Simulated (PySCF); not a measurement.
## Calculated data, CH8OSi2, CH4AlBO, CH3ClOSi, CH5OSi2 and others

Computed with PySCF 2.14.0. Calculation on a computer-drawn molecule: the log of a Hartree-Fock and frozen-core CCSD(T) single point meant for a local Hartree-Fock minimum, with one planted fault or none, to be diagnosed. Offsets are logged minus clean, where the clean run is the same molecule without the fault. The reference is restricted for singlets and unrestricted otherwise, and also for a bond in bohr or an excited solution. Adding or removing an electron swaps singlet and doublet. The excited solution moves the top pair (singlet) or top alpha electron (doublet) to the lowest empty orbital. Highest occupied and lowest empty are orbital energies over both spins, largest force is the largest gradient component, triples share is (T) over the correlation energy, the T1 limit is 0.02 restricted and 0.045 unrestricted, electrons count all cores, a negative frequency is imaginary (commonest isotopes), and the dipole is about the centre of nuclear charge.

Common to all runs: meant multiplicity 1; meant basis cc-pV(D+d)Z; logged SCF converged yes; possible faults no fault, one electron removed, one electron added, multiplicity raised by two, geometry at a saddle point, SCF held on an excited solution, minimal basis STO-3G, one bond length entered in bohr, all coordinates scaled.

(1) CH8OSi2

Logged structure:
```xyz
12
CH8OSi2
O     -3.5096    -0.3604    -0.1608
C     -2.1260     0.0188    -0.1664
Si    -1.6506     0.7352     1.5290
Si    -1.0756    -1.3986    -0.8745
H     -3.6362    -1.0788     0.4423
H     -2.0564     0.8442    -0.8823
H     -0.2179     1.1157     1.5575
H     -1.8993    -0.2955     2.5684
H     -2.4830     1.9209     1.8302
H      0.3639    -1.0442    -0.8649
H     -1.2831    -2.6076    -0.0380
H     -1.5006    -1.7028    -2.2588
```

```
meant charge                         : 0
logged electrons                     : 50
logged basis functions               : 114
logged spin squared                  : 2.0126
logged highest occupied              : -3.332 eV
logged lowest empty                  : 0.17264 eV
logged largest force                 : 0.085734 hartree/bohr
logged T1 diagnostic                 : 0.046479
logged D1 diagnostic                 : 0.24886
logged triples share                 : 0.031607
logged CC converged                  : yes
logged dipole magnitude              : 2.3685 debye
logged SCF stable within its kind    : yes
logged energy HF                     : -695.00928 hartree
logged energy CCSD(T)                : -695.62775 hartree
planted fault                        : multiplicity raised by two
HF energy offset from clean run      : 143.8 kcal/mol
CCSD(T) energy offset from clean run : 143.2 kcal/mol
```

Drawn bonds:
```tsv
atom	other atom	order
1	2	1
2	3	1
2	4	1
1	5	1
2	6	1
3	7	1
3	8	1
3	9	1
4	10	1
4	11	1
4	12	1
```

Notes: T1 above single-reference limit.

(2) CH8OSi2

Structure as in entry 1.

```
meant charge                         : 0
logged electrons                     : 49
logged basis functions               : 114
logged spin squared                  : 0.7684
logged highest occupied              : -17.553 eV
logged lowest empty                  : -6.7241 eV
logged largest force                 : 0.049968 hartree/bohr
logged T1 diagnostic                 : 0.034959
logged D1 diagnostic                 : 0.22429
logged triples share                 : 0.028178
logged CC converged                  : yes
logged dipole magnitude              : 1.7509 debye
logged SCF stable within its kind    : yes
logged energy HF                     : -694.91246 hartree
logged energy CCSD(T)                : -695.51358 hartree
planted fault                        : one electron removed
HF energy offset from clean run      : 204.6 kcal/mol
CCSD(T) energy offset from clean run : 214.9 kcal/mol
```

Drawn bonds:
```tsv
atom	other atom	order
1	2	1
2	3	1
2	4	1
1	5	1
2	6	1
3	7	1
3	8	1
3	9	1
4	10	1
4	11	1
4	12	1
```

(3) CH4AlBO

Logged structure:
```xyz
8
CH4AlBO
O     -2.0468    -1.5859    -1.4098
C     -1.2845    -1.2368    -0.2958
B     -0.2216    -1.9939     0.3507
Al     1.3593    -2.9269     1.4539
H     -2.6837    -0.8807    -1.6142
H     -1.5129    -0.2404     0.1729
H      1.9971    -2.1529     2.7377
H      1.9161    -4.3916     1.0142
```

```
meant charge                         : 0
logged electrons                     : 36
logged basis functions               : 85
logged spin squared                  : 0
logged highest occupied              : -7.891 eV
logged lowest empty                  : 0.90954 eV
logged largest force                 : 0.026038 hartree/bohr
logged T1 diagnostic                 : 0.015934
logged D1 diagnostic                 : 0.041815
logged triples share                 : 0.031518
logged CC converged                  : yes
logged dipole magnitude              : 2.0064 debye
logged SCF stable within its kind    : yes
logged energy HF                     : -381.56645 hartree
logged energy CCSD(T)                : -382.08237 hartree
planted fault                        : all coordinates scaled, by +3.0 %
HF energy offset from clean run      : 4.15 kcal/mol
CCSD(T) energy offset from clean run : 0.5829 kcal/mol
```

Drawn bonds:
```tsv
atom	other atom	order
1	2	1
2	3	2
3	4	1
1	5	1
2	6	1
4	7	1
4	8	1
```

(4) CH3ClOSi

Logged structure:
```xyz
7
CH3ClOSi
O      0.3864    -3.3393    -0.2891
C      0.6478    -2.2923    -1.1160
Si     1.2053    -0.7176    -0.7827
Cl     1.4900     0.6176    -2.3082
H      0.5566    -3.1116     0.6125
H      0.4517    -2.5580    -2.1486
H      1.8076     0.3102     1.7104
```

```
meant charge                      : 0
logged electrons                  : 48
logged basis functions            : 89
logged spin squared               : 1.2636
logged highest occupied           : -8.2731 eV
logged lowest empty               : 0.35358 eV
logged largest force              : 0.063712 hartree/bohr
logged dipole magnitude           : 1.7355 debye
logged SCF stable within its kind : yes
logged energy HF                  : -862.78108 hartree
planted fault                     : one bond length entered in bohr, row 6 of the drawn bonds
HF energy offset from clean run   : 66.47 kcal/mol
```

Drawn bonds:
```tsv
atom	other atom	order
1	2	1
2	3	2
3	4	1
1	5	1
2	6	1
3	7	1
```

Notes: coupled-cluster numbers left out as unreliable.

(5) CH5OSi2

Logged structure:
```xyz
9
CH5OSi2
O      1.8944    -0.0635    -0.9909
C      1.4563    -1.1216    -0.4448
Si    -0.2849    -1.7283    -0.1851
Si    -1.6481    -0.0597     0.1621
H      1.2261     0.5391    -1.3081
H      2.2823    -1.7700    -0.1520
H     -0.2759    -2.9741     0.5811
H     -3.0093    -0.2201     0.6771
H     -1.3141     1.2629    -0.3834
```

```
meant charge                         : 1
logged electrons                     : 47
logged basis functions               : 99
logged spin squared                  : 1.179
logged highest occupied              : -7.4705 eV
logged lowest empty                  : 1.5766 eV
logged largest force                 : 0.085335 hartree/bohr
logged T1 diagnostic                 : 0.039297
logged D1 diagnostic                 : 0.18568
logged triples share                 : 0.032662
logged CC converged                  : yes
logged dipole magnitude              : 0.79029 debye
logged SCF stable within its kind    : yes
logged energy HF                     : -693.40724 hartree
logged energy CCSD(T)                : -693.96815 hartree
planted fault                        : one electron added
HF energy offset from clean run      : -145.6 kcal/mol
CCSD(T) energy offset from clean run : -143.2 kcal/mol
```

Drawn bonds:
```tsv
atom	other atom	order
1	2	1
2	3	2
3	4	1
1	5	1
2	6	1
3	7	1
4	8	1
4	9	1
```

(6) CH6OSi2

Logged structure:
```xyz
10
CH6OSi2
O     -1.3032    -0.1152    -1.5709
C     -0.7213     0.9879    -2.0993
Si     0.8999     1.5030    -1.8183
Si     2.3817     0.3330    -0.4369
H     -2.1959    -0.1900    -1.8697
H     -1.3571     1.5807    -2.7543
H      1.2777     2.7420    -2.5193
H      3.5765    -0.1017    -1.1979
H      1.6745    -0.8507     0.0965
H      2.8395     1.1868     0.6844
```

```
meant charge                         : 0
logged electrons                     : 49
logged basis functions               : 104
logged spin squared                  : 0.7876
logged highest occupied              : 0.82745 eV
logged lowest empty                  : 8.5645 eV
logged largest force                 : 0.053556 hartree/bohr
logged T1 diagnostic                 : 0.016973
logged D1 diagnostic                 : 0.073445
logged triples share                 : 0.02808
logged CC converged                  : yes
logged dipole magnitude              : 2.5492 debye
logged SCF stable within its kind    : yes
logged energy HF                     : -693.96596 hartree
logged energy CCSD(T)                : -694.56385 hartree
planted fault                        : one electron added
HF energy offset from clean run      : 34.01 kcal/mol
CCSD(T) energy offset from clean run : 33.93 kcal/mol
```

Drawn bonds:
```tsv
atom	other atom	order
1	2	1
2	3	2
3	4	1
1	5	1
2	6	1
3	7	1
4	8	1
4	9	1
4	10	1
```

Notes: highest electron not bound in this basis.

(7) CH6OSi2

Structure as in entry 6.

```
meant charge                      : 0
logged electrons                  : 48
logged basis functions            : 104
logged spin squared               : 0
logged highest occupied           : -3.3679 eV
logged lowest empty               : -1.7977 eV
logged largest force              : 0.18254 hartree/bohr
logged dipole magnitude           : 4.5471 debye
logged SCF stable within its kind : no
logged energy HF                  : -693.71328 hartree
planted fault                     : SCF held on an excited solution
HF energy offset from clean run   : 192.6 kcal/mol
```

Drawn bonds:
```tsv
atom	other atom	order
1	2	1
2	3	2
3	4	1
1	5	1
2	6	1
3	7	1
4	8	1
4	9	1
4	10	1
```

Notes: coupled-cluster numbers left out as unreliable.

(8) C2H6OSi

Logged structure:
```xyz
10
C2H6OSi
O     -1.0699    -1.6556    -2.2472
C     -1.8387    -0.4993    -2.0450
C     -0.9982     0.5229    -1.3019
Si    -1.8411     2.1913    -0.9060
H     -1.5861    -2.2978    -2.7106
H     -2.1711    -0.0850    -3.0049
H     -2.7418    -0.7333    -1.4676
H     -0.6446     0.0895    -0.3560
H     -0.0827     0.7308    -1.8729
H     -0.6342     2.7904    -0.2101
```

```
meant charge                         : 0
logged electrons                     : 40
logged basis functions               : 95
logged spin squared                  : 2.0045
logged highest occupied              : -7.8892 eV
logged lowest empty                  : 0.43542 eV
logged largest force                 : 0.034981 hartree/bohr
logged T1 diagnostic                 : 0.01233
logged D1 diagnostic                 : 0.054885
logged triples share                 : 0.026553
logged CC converged                  : yes
logged dipole magnitude              : 2.041 debye
logged SCF stable within its kind    : yes
logged energy HF                     : -442.93926 hartree
logged energy CCSD(T)                : -443.54022 hartree
planted fault                        : multiplicity raised by two
HF energy offset from clean run      : 14.61 kcal/mol
CCSD(T) energy offset from clean run : 28.51 kcal/mol
```

Drawn bonds:
```tsv
atom	other atom	order
1	2	1
2	3	1
3	4	1
1	5	1
2	6	1
2	7	1
3	8	1
3	9	1
4	10	1
```
